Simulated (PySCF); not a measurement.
Molecule: `[NH2+](C)[BH2-]C#N`, C$_{2}$H$_{7}$BN$_{2}$.

Geometry (Å), atoms numbered from 1 in this order:
```xyz
12

C    -1.2757   -0.5881   -0.3097
N    -0.4194    0.0994    0.6695
B     0.8850    0.8390    0.0538
C     1.7529   -0.3020   -0.6024
N     2.3371   -1.1892   -1.0717
H    -1.6349    0.1491   -1.0382
H    -0.6670   -1.3312   -0.8407
H    -2.1282   -1.0802    0.1792
H    -0.1004   -0.5641    1.3793
H    -0.9533    0.8111    1.1711
H     1.4526    1.3726    0.9922
H     0.4748    1.6400   -0.7699
```

Geometry PBE0-D3(BJ)/def2-SVP throughout; GIAO in PySCF 2.14.0 with density-fitted response routines, gas phase, one conformer, non-relativistic; equivalent atoms averaged; functional PBE0.

Q: How do the shifts δ (against TMS, NH3, BF3·OEt2 at the same level) depend on the basis set? (ppm; last column core-seconds on shared hosts with different chips, so compare them loosely)

A: 
| basis set | functions | C4 | C1 | N5 | N2 | B3 | H6/H7/H8 | H9/H10 | H11/H12 | core-s |
| --- | --- | --- | --- | --- | --- | --- | --- | --- | --- | --- |
| STO-3G | 32 | 109.0 | 39.7 | 250.7 | 9.8 | -13.2 | 2.64 | 2.49 | 1.54 | 1.9 |
| 6-31G | 59 | 129.9 | 31.6 | 300.6 | 25.1 | -23.4 | 2.95 | 2.16 | 2.86 | 3.6 |
| pcSseg-0 | 59 | 146.3 | 35.8 | 349.0 | 34.2 | -25.1 | 3.10 | 1.68 | 3.36 | 4.2 |
| 6-31G* | 84 | 120.9 | 30.9 | 293.7 | 30.2 | -22.1 | 2.70 | 2.31 | 2.35 | 4.7 |
| def2-SVP | 105 | 123.5 | 30.7 | 312.1 | 41.6 | -23.7 | 2.54 | 2.38 | 2.08 | 5.9 |
| cc-pVDZ | 105 | 125.0 | 31.9 | 313.6 | 44.9 | -21.7 | 2.63 | 2.44 | 2.19 | 7.8 |
| pcSseg-1 | 120 | 135.2 | 33.3 | 342.7 | 49.7 | -26.2 | 2.76 | 2.49 | 2.25 | 9.4 |
| 6-311+G(2d,p) | 177 | 134.9 | 32.2 | 324.1 | 43.8 | -26.1 | 2.68 | 2.50 | 2.36 | 13 |
| aug-cc-pVDZ | 178 | 129.3 | 30.8 | 304.4 | 42.5 | -23.7 | 2.75 | 2.71 | 2.37 | 16 |
| def2-TZVP | 197 | 135.3 | 33.1 | 332.8 | 47.5 | -25.9 | 2.66 | 2.51 | 2.32 | 16 |
| IGLO-III | 245 | 138.5 | 33.5 | 333.0 | 44.8 | -24.9 | 2.70 | 2.66 | 2.29 | 24 |
| cc-pVTZ | 248 | 133.8 | 32.6 | 332.7 | 48.1 | -26.2 | 2.69 | 2.69 | 2.20 | 25 |
| pcSseg-2 | 278 | 139.8 | 34.0 | 337.4 | 45.9 | -25.8 | 2.69 | 2.73 | 2.20 | 27 |

Q: Which nucleus moves most, in ppm?

A: N5 (nitrile nitrogen): from 250.7 ppm with STO-3G to 349.0 ppm with pcSseg-0. The smallest spread is 0.55 ppm, at H6/H7/H8. Proton shifts span only some 12 ppm, so a few tenths of a ppm matter as much there as several ppm in carbon.

Q: Taking the largest basis, pcSseg-2 (278 functions), as the yardstick, rank the others by their worst heavy-atom deviation.

A: IGLO-III 4.3 ppm (245 functions), def2-TZVP 4.6 ppm (197 functions), pcSseg-1 5.3 ppm (120 functions), cc-pVTZ 6.0 ppm (248 functions), pcSseg-0 11.6 ppm (59 functions), 6-311+G(2d,p) 13.3 ppm (177 functions), cc-pVDZ 23.8 ppm (105 functions), def2-SVP 25.2 ppm (105 functions), aug-cc-pVDZ 32.9 ppm (178 functions), 6-31G 36.8 ppm (59 functions), 6-31G* 43.7 ppm (84 functions), STO-3G 86.6 ppm (32 functions).

A small basis that lands close on one nucleus may do so by chance; judge by the trend and by all nuclei.
